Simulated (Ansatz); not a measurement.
Al₆V⁻, relaxed as a singlet with RKS r2SCAN-D4/def2-SVPD in Ansatz, starting from the GFN2-xTB geometry. Force threshold 0.02 eV/Å.

The restricted singlet is unstable towards broken spin symmetry at other levels; at r2SCAN-D4/def2-SVPD this wasn't settled. Another isomer (singlet) lies 0.71 eV lower at PBE0-D4/def2-TZVPD; other spin states weren't run for this one.

Start:

```xyz
7

V     2.103   -0.593   -0.134
Al    1.070    1.742    0.489
Al    0.631    0.754   -1.852
Al    0.144   -0.404    1.639
Al   -2.267   -1.125    0.881
Al   -0.307   -1.447   -0.831
Al   -1.375    1.072   -0.193
```

**Question.** Estimate the energy that the relaxation releases and the steps that it takes.

**Answer.** 12.5 kJ/mol, in 22 steps; 3.7 min on 4 threads of Arm Neoverse V1 on a shared host. The force fell under the threshold at step 4, but the optimiser went on and released 0.003 eV more. No frequencies were taken in this run, so the end may be a saddle point.

**Question.** Does the start keep its bonding and symmetry?

**Answer.** By distances, no bond broke or formed. The bond that changes most is Al6–Al7, from 2.81 to 3.02 Å (atoms count from 1).

**Question.** Predict the relaxed structure.

**Answer.** 
Cartesian coordinates in Å:
```
V 2.129 -0.487 -0.114
Al 1.089 1.725 0.519
Al 0.577 0.662 -1.848
Al 0.223 -0.480 1.541
Al -2.334 -1.068 0.813
Al -0.250 -1.531 -0.763
Al -1.434 1.181 -0.149
```
Bond lengths (bridged metal pairs left out): 10 × Al–Al 2.58 to 2.89 Å; 4 × Al–V 2.52 to 2.68 Å.
